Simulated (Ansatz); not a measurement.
C5H9B (`CBCC#CC`) at its PBE0-D4/def2-TZVP geometry, where that method's forces vanish. Charge 0, multiplicity 1.

```xyz
15

C    -1.2861   -1.7435   -0.2276
B     0.0011   -1.1710   -0.8987
C    -0.0256    0.1573   -1.7478
C     0.3464    0.8732   -0.5391
C     0.6516    1.2460    0.5685
C     1.0199    1.7530    1.8746
H    -1.6350   -2.5648   -0.8713
H    -2.1074   -1.0269   -0.1515
H    -1.1062   -2.1914    0.7522
H     1.0538   -1.7360   -0.7960
H     0.7337    0.2578   -2.5237
H    -1.0025    0.4727   -2.1187
H     2.0048    1.3865    2.1736
H     1.0538    2.8456    1.8721
H     0.2978    1.4417    2.6335
```

Question: What forces (eV/Å) does r2SCAN-D4/def2-TZVPP give on these atoms in Ansatz? (Estimate.)

Answer: Ansatz gave: 
```
C1   0.007  0.019  0.000
B2   0.041 -0.061  0.034
C3   0.007  0.029 -0.020
C4  -0.110 -0.108 -0.389
C5   0.106  0.102  0.393
C6  -0.006 -0.004 -0.026
H7  -0.004  0.006  0.021
H8   0.003 -0.015 -0.003
H9  -0.017 -0.007 -0.014
H10 -0.023  0.013 -0.005
H11 -0.007  0.008 -0.008
H12 -0.004  0.003 -0.009
H13 -0.008  0.011  0.008
H14  0.003 -0.006  0.015
H15  0.012  0.010  0.003
```
